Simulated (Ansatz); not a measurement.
Born–Oppenheimer molecular dynamics of CH₄BClO (8 atoms, charge 0, multiplicity 1). It starts at the highest image of a converged band. Of that band: Neighbouring images differ by up to 2.1 eV, so the band resolves the path poorly. A vibrational analysis at the climbing image gives one clearly imaginary mode, 1227i cm⁻¹: a first-order saddle point.

These are results of UKS PBE0/def2-SVPD in Ansatz, not measurements.

```yaml
ensemble: NVE (velocity Verlet)
time_step: 0.5 fs
steps_asked: 200
starting_velocities_drawn_for: 300 K
seed: 11303
```

Frames 5 fs apart, positions in Å, forces in eV/Å.

Velocities at 5.0 fs (Å/ps):

```
B -2.00 -4.12 -5.09
C -2.07 0.85 -1.56
O -0.89 -3.34 0.40
H 1.01 10.61 1.70
Cl 1.96 0.95 1.96
H -21.70 -6.64 0.62
H -3.90 30.26 -11.64
H 15.86 19.41 7.19
```

```xyz
8
Properties=species:S:1:pos:R:3:forces:R:3 time_fs=5.0 energy_less_start_eV=0.052 T=233
B -0.648 -0.370 -0.740 0.56 -0.91 0.07
C 0.461 0.335 0.534 0.04 0.00 0.18
O -0.481 -1.633 -0.853 -0.32 0.45 -0.12
H 0.303 -0.882 0.131 0.18 0.57 -0.11
Cl -1.633 0.909 -1.420 -0.18 0.11 -0.13
H -0.337 0.709 1.184 0.18 0.14 0.24
H 0.964 1.142 -0.014 -0.24 -0.08 -0.28
H 1.281 -0.073 1.151 -0.21 -0.29 0.16
8
Properties=species:S:1:pos:R:3:forces:R:3 time_fs=10.0 energy_less_start_eV=-0.065 T=385
B -0.654 -0.402 -0.766 -0.21 -1.07 -0.46
C 0.455 0.347 0.531 0.64 1.23 1.09
O -0.489 -1.646 -0.853 -0.63 0.09 -0.63
H 0.346 -0.753 0.139 0.49 0.40 0.12
Cl -1.624 0.914 -1.410 -0.05 0.01 -0.07
H -0.379 0.673 1.180 0.39 -0.03 -0.06
H 0.872 1.198 -0.052 -0.31 -0.63 0.04
H 1.297 0.010 1.177 -0.33 0.01 -0.04
8
Properties=species:S:1:pos:R:3:forces:R:3 time_fs=15.0 energy_less_start_eV=-0.215 T=578
B -0.664 -0.455 -0.802 -1.17 0.67 -0.58
C 0.461 0.383 0.550 0.77 1.59 1.38
O -0.505 -1.660 -0.862 -0.35 -1.59 -0.77
H 0.484 -0.603 0.138 0.01 -1.27 -0.52
Cl -1.615 0.919 -1.401 0.24 -0.35 0.06
H -0.369 0.639 1.186 -0.60 0.06 0.24
H 0.736 1.176 -0.121 0.48 0.55 -0.17
H 1.272 0.095 1.218 0.62 0.35 0.37
8
Properties=species:S:1:pos:R:3:forces:R:3 time_fs=20.0 energy_less_start_eV=-0.419 T=842
B -0.699 -0.495 -0.850 -1.07 0.68 -0.44
C 0.483 0.443 0.593 1.31 -0.40 0.09
O -0.527 -1.696 -0.882 -0.26 -1.28 -0.59
H 0.622 -0.600 0.085 -0.46 1.41 0.83
Cl -1.605 0.922 -1.392 0.23 -0.50 0.00
H -0.437 0.609 1.211 0.61 -0.20 -0.67
H 0.691 1.231 -0.181 0.06 -0.32 1.22
H 1.335 0.262 1.307 -0.43 0.62 -0.44
8
Properties=species:S:1:pos:R:3:forces:R:3 time_fs=25.0 energy_less_start_eV=-0.777 T=1304
B -0.757 -0.526 -0.909 -0.87 -1.92 -0.86
C 0.529 0.499 0.643 0.69 1.35 1.18
O -0.553 -1.746 -0.911 -0.28 1.76 -0.09
H 0.684 -0.412 0.157 0.52 -1.94 -0.78
Cl -1.593 0.922 -1.383 0.18 -0.42 -0.03
H -0.427 0.545 1.132 -0.53 0.16 0.53
H 0.674 1.290 -0.051 0.03 1.06 -0.60
H 1.351 0.556 1.345 0.26 -0.04 0.66
8
Properties=species:S:1:pos:R:3:forces:R:3 time_fs=30.0 energy_less_start_eV=-1.004 T=1596
B -0.835 -0.591 -0.986 -0.90 -0.12 -0.72
C 0.590 0.573 0.708 0.55 0.48 -0.39
O -0.583 -1.777 -0.941 0.03 0.35 0.02
H 0.823 -0.426 0.172 0.14 1.65 0.88
Cl -1.579 0.918 -1.374 0.11 -0.55 -0.09
H -0.452 0.510 1.127 0.98 0.20 0.09
H 0.655 1.482 0.028 -0.22 -1.22 0.41
H 1.368 0.834 1.476 -0.70 -0.79 -0.19
8
Properties=species:S:1:pos:R:3:forces:R:3 time_fs=35.0 energy_less_start_eV=-1.300 T=1977
B -0.933 -0.658 -1.079 -0.91 1.50 -0.49
C 0.662 0.660 0.773 -0.25 0.85 1.39
O -0.612 -1.802 -0.972 0.41 -1.06 0.14
H 1.018 -0.218 0.308 0.68 -1.16 -0.69
Cl -1.565 0.911 -1.365 0.01 -0.58 -0.16
H -0.330 0.512 1.167 -0.64 -0.29 0.36
H 0.598 1.503 0.133 0.17 0.86 -1.02
H 1.280 0.959 1.607 0.53 -0.12 0.46
8
Properties=species:S:1:pos:R:3:forces:R:3 time_fs=40.0 energy_less_start_eV=-1.346 T=2036
B -1.048 -0.702 -1.181 0.61 -1.25 0.37
C 0.731 0.759 0.856 0.23 -0.43 0.12
O -0.637 -1.838 -1.001 -0.60 1.24 -0.36
H 1.311 -0.107 0.379 -0.99 1.03 0.58
Cl -1.552 0.900 -1.358 -0.35 -0.08 -0.36
H -0.272 0.457 1.254 0.57 -0.14 -0.59
H 0.584 1.596 0.112 0.46 -0.65 0.97
H 1.266 1.043 1.790 0.07 0.29 -0.72
8
Properties=species:S:1:pos:R:3:forces:R:3 time_fs=45.0 energy_less_start_eV=-1.407 T=2113
B -1.152 -0.765 -1.276 0.99 -0.47 0.75
C 0.803 0.854 0.947 -0.01 -0.79 1.02
O -0.670 -1.859 -1.035 -0.81 0.85 -0.56
H 1.454 0.114 0.514 0.38 -0.64 -0.36
Cl -1.540 0.888 -1.353 -0.38 -0.41 -0.41
H -0.137 0.369 1.239 -0.05 0.08 -0.12
H 0.654 1.625 0.228 -0.21 0.97 -0.48
H 1.289 1.194 1.859 0.10 0.41 0.16
8
Properties=species:S:1:pos:R:3:forces:R:3 time_fs=50.0 energy_less_start_eV=-1.255 T=1918
B -1.236 -0.835 -1.356 0.26 2.52 0.55
C 0.876 0.938 1.050 1.10 0.13 -1.12
O -0.714 -1.871 -1.076 -0.01 -1.42 -0.20
H 1.649 0.259 0.598 -0.39 0.59 0.31
Cl -1.530 0.873 -1.351 -0.38 -1.12 -0.49
H -0.004 0.294 1.194 -0.03 0.49 0.39
H 0.698 1.771 0.319 -0.13 -0.74 0.43
H 1.317 1.423 1.938 -0.41 -0.46 0.13
8
Properties=species:S:1:pos:R:3:forces:R:3 time_fs=55.0 energy_less_start_eV=-1.231 T=1886
B -1.310 -0.859 -1.422 1.33 0.84 1.18
C 0.965 1.025 1.139 0.42 -0.20 -0.03
O -0.760 -1.897 -1.122 -0.89 -0.01 -0.71
H 1.813 0.457 0.712 -0.15 0.25 0.21
Cl -1.524 0.851 -1.352 -0.52 -0.84 -0.55
H 0.116 0.326 1.238 0.20 0.34 0.37
H 0.702 1.821 0.453 -0.20 0.23 -0.54
H 1.271 1.559 2.057 -0.19 -0.61 0.07
8
Properties=species:S:1:pos:R:3:forces:R:3 time_fs=60.0 energy_less_start_eV=-1.236 T=1893
B -1.356 -0.862 -1.462 1.87 -0.67 1.40
C 1.059 1.115 1.225 -0.50 0.85 -0.21
O -0.820 -1.926 -1.179 -1.30 0.76 -0.93
H 1.995 0.692 0.854 -0.03 -0.22 0.03
Cl -1.521 0.824 -1.357 -0.62 -0.10 -0.52
H 0.255 0.401 1.361 -0.07 -0.70 -0.16
H 0.674 1.875 0.513 0.33 -0.16 0.27
H 1.183 1.577 2.206 0.32 0.24 0.11
```

Of the whole run (100 fs, mean temperature of the second half 1968 K): The conserved energy stayed within 0.19 meV per atom of its start (net change 0.031 meV per atom), so the integration is sound. The system heated up, since it started high on the potential surface and ran downhill. A run of 0.1 ps of so small a system gives no equilibrium averages. The orbitals stay closed-shell, which can raise the energy where a bond breaks towards radicals; this wasn't checked here.

The run took 11 min on 4 threads of Arm Neoverse N1, with other jobs on the host, peak memory 0.29 GiB.
